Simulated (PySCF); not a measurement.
Numbering as in the mapped SMILES `[CH3:1][c:2]1[cH:3][n:4][n:5]([CH2:6][C:7]([F:8])([F:9])[F:10])[n:11]1`; H(Xn) means a hydrogen on atom n.

No solvent model, rapidly exchanging positions averaged, no relativistic terms, a single conformation. PBE0/pcSseg-1 with gauge-including orbitals; geometry: GFN2-xTB; PySCF 2.14.0 with density-fitted response routines.

Predict the 2D correlation tables (HSQC, COSY, HMBC).

## Answers



HSQC (one-bond C–H):
```
          δH          δC
7.56 (H(C3))  140.2 (C3)
4.83 (H(C6))   58.4 (C6)
2.54 (H(C1))   12.9 (C1)
```

HMBC (two and three bonds, from the bond graph):
```
          δH                      δC
7.56 (H(C3))   150.8 (C2), 12.9 (C1)
4.83 (H(C6))              132.2 (C7)
2.54 (H(C1))  150.8 (C2), 140.2 (C3)
```

No COSY cross peaks are expected.

Scale: TMS for $^{1}$H and $^{13}$C (reference shieldings calculated alike).

Shifts are as computed. Against solution values, carbons near 30 ppm lie about +3 ppm off and those near 130 ppm about +5 ppm. Of 1211 compounds with measured shifts, 218 miss one by over three times the rms of a fit or turn the order of signals round; such compounds aren't used in these exercises.
